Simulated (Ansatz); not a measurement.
Start from `[SH][Ga]([Cl])[Cl]` and change one atom or group to get `C#[C][Ga]([Cl])[Cl]`.

Ansatz, PBE0-D4/def2-TZVP geometries, multiplicity 1. Each molecule was computed in one conformer, which needn't be the lowest.

Scalar relativity is left out up to krypton.

| property | `[SH][Ga]([Cl])[Cl]` |
| --- | --- |
| HOMO energy (ωB97M-V/def2-TZVPP) / eV | -10.53 |
| size of the dipole moment (PBE/def2-TZVPP) / D | 1.40 |
| size of the dipole moment (B3LYP/def2-TZVPP) / D | 1.43 |
| HOMO energy (PBE0/def2-TZVPP) / eV | -8.36 |
| LUMO energy (PBE0/def2-TZVPP) / eV | -1.57 |
| LUMO energy (B3LYP/def2-TZVPP) / eV | -1.88 |

Problem. What does the change do to each property? (Estimate.)

Solution. Ansatz gave: 
```json
{"property": "HOMO energy (ωB97M-V/def2-TZVPP) / eV", "`C#[C][Ga]([Cl])[Cl]`": "-11.11", "shift": "-0.58"}
{"property": "size of the dipole moment (PBE/def2-TZVPP) / D", "`C#[C][Ga]([Cl])[Cl]`": "2.14", "shift": "0.74"}
{"property": "size of the dipole moment (B3LYP/def2-TZVPP) / D", "`C#[C][Ga]([Cl])[Cl]`": "2.23", "shift": "0.80"}
{"property": "HOMO energy (PBE0/def2-TZVPP) / eV", "`C#[C][Ga]([Cl])[Cl]`": "-8.85", "shift": "-0.49"}
{"property": "LUMO energy (PBE0/def2-TZVPP) / eV", "`C#[C][Ga]([Cl])[Cl]`": "-1.96", "shift": "-0.39"}
{"property": "LUMO energy (B3LYP/def2-TZVPP) / eV", "`C#[C][Ga]([Cl])[Cl]`": "-2.19", "shift": "-0.31"}
```

With PBE0 the HOMO falls by 0.49 eV and the LUMO falls by 0.39 eV, so the gap widens by about 0.10 eV. PBE moves the HOMO by -0.47 eV and ωB97M-V by -0.58 eV. The zero-point energy changes by 23.7 kJ/mol with +3 modes. Dipoles are sizes alone; their direction can turn.

B3LYP here is the variant with VWN-RPA as its local correlation; programs differ in this.
